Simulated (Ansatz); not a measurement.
Reaction (ligand exchange at the Hf–O bond): `CC[N](C)[Hf]([OH])([OH])[OH]` + H–F → `CC[N](C)[Hf]([OH])([OH])[F]` + H₂O

Isolated molecules relaxed with PBE0-D4/def2-TZVP in Ansatz; ΔE leaves out vibrations. CCSD(T)/CBS adds triple-zeta CCSD(T) − MP2 to the extrapolated MP2 energy (def2 sets, frozen cores). This one scheme is used for every species. DFT in def2-TZVPP. B3LYP here is the variant with VWN-RPA as its local correlation; programs differ in this. HSE06 is defined as in plane-wave codes. def2 core potentials past Kr. For Hf outer-core shells are correlated without core-valence functions, which leaves a few kJ/mol of doubt a bond. One conformer a species, not always the lowest.

`CC[N](C)[Hf]([OH])([OH])[OH]`:

Cartesian coordinates in Å:
```
C 0.310 1.842 -1.536
C 0.882 0.543 -0.989
N -0.097 -0.332 -0.375
C -1.000 -0.956 -1.311
Hf -0.066 -0.594 1.643
O 0.322 1.145 2.423
O -1.787 -1.344 2.123
O 1.358 -1.826 2.138
H -0.172 2.410 -0.737
H 1.101 2.460 -1.969
H -0.430 1.658 -2.318
H 1.408 0.004 -1.793
H 1.651 0.792 -0.245
H -0.456 -1.542 -2.066
H -1.624 -0.229 -1.849
H -1.679 -1.634 -0.789
H 0.695 1.707 3.093
H -2.456 -1.682 2.709
H 2.041 -2.424 1.849
```

H–F:

```xyz
2

F    -0.395    0.232   -0.042
H     0.395   -0.232    0.042
```

`CC[N](C)[Hf]([OH])([OH])[F]`:

Z-matrix (Å, degrees):
```
Hf
C 1 2.975
O 1 1.930 2 131.7
F 1 1.931 2 90.2 3 -121.9
N 1 2.026 2 25.7 3 10.3
O 1 1.935 2 98.4 3 130.6
C 1 3.142 2 46.7 3 9.8
H 2 1.098 1 123.3 3 -95.4
H 2 1.097 1 73.6 3 165.1
H 2 1.099 1 126.8 3 66.4
H 3 0.952 1 155.1 2 155.1
H 6 0.952 1 154.4 2 -23.8
C 7 1.522 1 121.5 2 85.3
H 7 1.094 1 78.6 2 -169.3
H 7 1.101 1 124.4 2 -67.2
H 13 1.093 7 110.6 1 25.7
H 13 1.093 7 110.5 1 145.5
H 13 1.092 7 111.8 1 -94.8
```

H₂O:

Cartesian coordinates in Å:
```
O -0.113 0.348 0.133
H 0.766 -0.034 0.171
H -0.653 -0.314 -0.304
```

```json
{"level": "LDA (SPW92)", "ΔE (kcal/mol)": "-13.4", "difference from CCSD(T)/CBS": "-0.4"}
{"level": "PBE-D4", "ΔE (kcal/mol)": "-14.6", "difference from CCSD(T)/CBS": "-1.6"}
{"level": "revPBE-D4", "ΔE (kcal/mol)": "-14.6", "difference from CCSD(T)/CBS": "-1.6"}
{"level": "BLYP-D4", "ΔE (kcal/mol)": "-14.7", "difference from CCSD(T)/CBS": "-1.7"}
{"level": "r2SCAN-D4", "ΔE (kcal/mol)": "-15.0", "difference from CCSD(T)/CBS": "-2.0"}
{"level": "B97M-V", "ΔE (kcal/mol)": "-15.4", "difference from CCSD(T)/CBS": "-2.4"}
{"level": "PBE0-D4", "ΔE (kcal/mol)": "-14.0", "difference from CCSD(T)/CBS": "-1.0"}
{"level": "B3LYP-D4", "ΔE (kcal/mol)": "-14.3", "difference from CCSD(T)/CBS": "-1.3"}
{"level": "r2SCAN0-D4", "ΔE (kcal/mol)": "-14.3", "difference from CCSD(T)/CBS": "-1.3"}
{"level": "HSE06-D4", "ΔE (kcal/mol)": "-14.0", "difference from CCSD(T)/CBS": "-1.0"}
{"level": "BHLYP-D4", "ΔE (kcal/mol)": "-14.0", "difference from CCSD(T)/CBS": "-1.0"}
{"level": "CAM-B3LYP-D4", "ΔE (kcal/mol)": "-14.4", "difference from CCSD(T)/CBS": "-1.4"}
{"level": "ωB97X-V", "ΔE (kcal/mol)": "-14.6", "difference from CCSD(T)/CBS": "-1.6"}
{"level": "ωB97M-V", "ΔE (kcal/mol)": "-14.2", "difference from CCSD(T)/CBS": "-1.2"}
{"level": "PBE-QIDH", "ΔE (kcal/mol)": "-13.6", "difference from CCSD(T)/CBS": "-0.6"}
{"level": "PBE", "ΔE (kcal/mol)": "-15.2", "difference from CCSD(T)/CBS": "-2.2"}
{"level": "revPBE", "ΔE (kcal/mol)": "-15.8", "difference from CCSD(T)/CBS": "-2.8"}
{"level": "BLYP", "ΔE (kcal/mol)": "-15.8", "difference from CCSD(T)/CBS": "-2.8"}
{"level": "r2SCAN", "ΔE (kcal/mol)": "-15.2", "difference from CCSD(T)/CBS": "-2.2"}
{"level": "PBE0", "ΔE (kcal/mol)": "-14.6", "difference from CCSD(T)/CBS": "-1.6"}
{"level": "B3LYP", "ΔE (kcal/mol)": "-15.2", "difference from CCSD(T)/CBS": "-2.2"}
{"level": "r2SCANh", "ΔE (kcal/mol)": "-14.9", "difference from CCSD(T)/CBS": "-1.9"}
{"level": "r2SCAN0", "ΔE (kcal/mol)": "-14.5", "difference from CCSD(T)/CBS": "-1.5"}
{"level": "HSE06", "ΔE (kcal/mol)": "-14.6", "difference from CCSD(T)/CBS": "-1.6"}
{"level": "BHLYP", "ΔE (kcal/mol)": "-14.8", "difference from CCSD(T)/CBS": "-1.8"}
{"level": "CAM-B3LYP", "ΔE (kcal/mol)": "-15.0", "difference from CCSD(T)/CBS": "-2.0"}
{"level": "LC-ωPBE", "ΔE (kcal/mol)": "-15.2", "difference from CCSD(T)/CBS": "-2.2"}
{"level": "RPA@PBE/def2-TZVPP", "ΔE (kcal/mol)": "-13.4", "difference from CCSD(T)/CBS": "-0.4"}
{"level": "HF/def2-SVP", "ΔE (kcal/mol)": "-15.4", "difference from CCSD(T)/CBS": "-2.4"}
{"level": "MP2/def2-SVP", "ΔE (kcal/mol)": "-14.0", "difference from CCSD(T)/CBS": "-1.0"}
{"level": "CCSD/def2-SVP", "ΔE (kcal/mol)": "-14.6", "difference from CCSD(T)/CBS": "-1.6"}
{"level": "CCSD(T)/def2-SVP", "ΔE (kcal/mol)": "-14.4", "difference from CCSD(T)/CBS": "-1.4"}
{"level": "HF/def2-TZVPP", "ΔE (kcal/mol)": "-15.0", "difference from CCSD(T)/CBS": "-2.0"}
{"level": "SCS-MP2/def2-TZVPP", "ΔE (kcal/mol)": "-13.1", "difference from CCSD(T)/CBS": "-0.1"}
{"level": "CCSD/def2-TZVPP", "ΔE (kcal/mol)": "-13.3", "difference from CCSD(T)/CBS": "-0.3"}
{"level": "CCSD(T)/def2-TZVPP", "ΔE (kcal/mol)": "-13.1", "difference from CCSD(T)/CBS": "-0.1"}
{"level": "SCS-MP2/def2-QZVPP", "ΔE (kcal/mol)": "-13.1", "difference from CCSD(T)/CBS": "-0.1"}
{"level": "HF/CBS(def2)", "ΔE (kcal/mol)": "-15.2", "difference from CCSD(T)/CBS": "-2.2"}
{"level": "MP2/CBS(def2)", "ΔE (kcal/mol)": "-12.3", "difference from CCSD(T)/CBS": "0.7"}
{"level": "CCSD/CBS(def2)", "ΔE (kcal/mol)": "-13.2", "difference from CCSD(T)/CBS": "-0.2"}
{"level": "CCSD(T)/CBS", "ΔE (kcal/mol)": "-13.0", "difference from CCSD(T)/CBS": "0"}
```

Largest T1 diagnostic among the species: 0.014.

At CCSD(T), def2-SVP lies −1.4 kcal/mol from the extrapolated value and def2-TZVPP −0.1 kcal/mol. Leaving LDA and LC-ωPBE aside and taking each functional with its dispersion term where it has one, the values spread over 1.8 kcal/mol, from B97M-V to PBE-QIDH. LDA lies +1.8 kcal/mol from PBE without D4. The D4 term adds +0.9 kcal/mol with B3LYP and +0.6 kcal/mol with PBE0; it sums over pairs of atoms, weighted by their polarisabilities, and B3LYP, whose exchange is more repulsive, gets the larger term.

CCSD(T)/CBS has its own doubt, a few kJ/mol and more with outer-core shells, so smaller differences from it don't rank the levels.
